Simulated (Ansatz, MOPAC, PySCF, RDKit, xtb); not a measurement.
Two conformers of C4H8O (SMILES CCCC=O), B3LYP-D3(BJ)/def2-TZVP minima.
Conformer 1 (charge 0, multiplicity 1):
```json
[
 {"atom": "C", "x (Å)": "-1.7618", "y (Å)": "-0.1552", "z (Å)": "-0.3604"},
 {"atom": "C", "x (Å)": "-0.3768", "y (Å)": "-0.5661", "z (Å)": "0.1299"},
 {"atom": "C", "x (Å)": "0.6556", "y (Å)": "0.5373", "z (Å)": "-0.0520"},
 {"atom": "C", "x (Å)": "2.0438", "y (Å)": "0.1934", "z (Å)": "0.4128"},
 {"atom": "O", "x (Å)": "2.3696", "y (Å)": "-0.8589", "z (Å)": "0.8980"},
 {"atom": "H", "x (Å)": "-2.4842", "y (Å)": "-0.9606", "z (Å)": "-0.2197"},
 {"atom": "H", "x (Å)": "-1.7478", "y (Å)": "0.0961", "z (Å)": "-1.4239"},
 {"atom": "H", "x (Å)": "-2.1307", "y (Å)": "0.7199", "z (Å)": "0.1803"},
 {"atom": "H", "x (Å)": "-0.0392", "y (Å)": "-1.4597", "z (Å)": "-0.3995"},
 {"atom": "H", "x (Å)": "-0.4177", "y (Å)": "-0.8443", "z (Å)": "1.1852"},
 {"atom": "H", "x (Å)": "0.7371", "y (Å)": "0.8400", "z (Å)": "-1.1047"},
 {"atom": "H", "x (Å)": "0.3597", "y (Å)": "1.4539", "z (Å)": "0.4761"},
 {"atom": "H", "x (Å)": "2.7925", "y (Å)": "1.0041", "z (Å)": "0.2780"}
]
```
Conformer 2 (charge 0, multiplicity 1):
```xyz
13

C      1.77885     0.11440    -0.22558
C      0.29298     0.23884    -0.54791
C     -0.59866    -0.20836     0.61849
C     -2.05488    -0.16736     0.24966
O     -2.89163     0.49658     0.80426
H      2.04415     0.72017     0.64341
H      2.39259     0.44653    -1.06435
H      2.04686    -0.92093    -0.00303
H      0.05436     1.27546    -0.80071
H      0.05730    -0.35807    -1.43426
H     -0.35058    -1.24503     0.87829
H     -0.43925     0.41282     1.50117
H     -2.33208    -0.80504    -0.61943
```

No zero-point or thermal terms.

The state that AM1 reach isn't checked.

The values were computed with Ansatz (a first-principles code) with Gaussian orbitals; MOPAC for AM1 (differences of heats of formation); PySCF for the dispersion terms; RDKit for the force fields; xtb for the GFN methods. Values without a source in brackets are computed.

```tsv
level	electronic energy of conformer 2 less that of conformer 1 (kJ/mol)
UFF	-6.5
GFN-FF	2.3
AM1	-1.5
PBE-D4/def2-TZVPP	3.6
BLYP-D3(BJ)/def2-TZVPP	?
revPBE-D4/def2-TZVPP	3.5
r2SCAN/def2-TZVPP	?
CAM-B3LYP-D3(BJ)/def2-TZVPP	3.7
wB97X-V/def2-TZVPP	3.9
```

Q: Fill in the missing entries.

A: 
- BLYP-D3(BJ)/def2-TZVPP, electronic energy of conformer 2 less that of conformer 1 (kJ/mol): 2.7
- r2SCAN/def2-TZVPP, electronic energy of conformer 2 less that of conformer 1 (kJ/mol): 4.3
